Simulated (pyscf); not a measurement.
[H₃C–In–OH]• -> H₃C–InH–O• (hydrogen shift; doublet surface; H–O broken, H–In formed). PySCF, gas phase, ωB97X-D3(BJ)/def2-SVP geometries. Energies in kcal/mol from the reactant's lowest minimum found.

| level | barrier | reaction energy |
|---|---|---|
| ωB97X-D3(BJ)/def2-TZVP | ? | ? |
| PBE/def2-TZVP | 58.8 | +50.0 |
| B3LYP-D3(BJ)/def2-TZVP | 64.2 | +47.6 |
| PBE0-D3(BJ)/def2-TZVP | 64.0 | +47.2 |
| M06-2X/def2-TZVP | 72.1 | +51.4 |
| HF/def2-TZVP | ? | +29.8 |

### Question
Fill in the missing entries.

### Answer

- ωB97X-D3(BJ)/def2-TZVP, barrier: 64.9
- ωB97X-D3(BJ)/def2-TZVP, reaction energy: +44.0
- HF/def2-TZVP, barrier: 69.1

The functionals in the table span 13.3 kcal/mol in this barrier, from PBE to M06-2X. This is the saddle that the search found; another between the same sides may lie lower. Elements past Kr carry the def2 core potentials, without spin-orbit coupling.
